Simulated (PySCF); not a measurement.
## Working out the ionisation energy of Ru

Ru [Kr] 4d7 5s1 (5F) → Ru+ [Kr] 4d7 (4F). All numbers are calculated (PySCF 2.14, scalar relativity by spin-free X2C-1e, in x2c-TZVPPall with one added diffuse shell each of s, p, d, f type (9s7p7d3f1g, 95 functions)). Frozen: [Kr]. Energies in hartree (1 hartree = 27.21139 eV):

| part | Ru (lower) | Ru+ (upper) |
| --- | --- | --- |
| UHF | -4527.989832 | -4527.758428 |
| CCSD correlation | -0.189721 | -0.160282 |
| (T) | -0.007800 | -0.005115 |

Question: What does Hartree-Fock give?

Answer: (-4527.758428) − (-4527.989832) = 0.231404 hartree = 6.297 eV.

Question: What do CCSD and CCSD(T) give?

Answer: The CCSD correlation energies differ by 0.029439 hartree = 0.801 eV and the triples by 0.002685 hartree = 0.073 eV, so CCSD gives 7.098 eV and CCSD(T) 7.171 eV.

Measured between the centres of the two terms (NIST): 7.365 eV, so CCSD(T) (valence) is off by -0.194 eV.

What remains against the reference includes basis incompleteness, the frozen core and higher excitations.
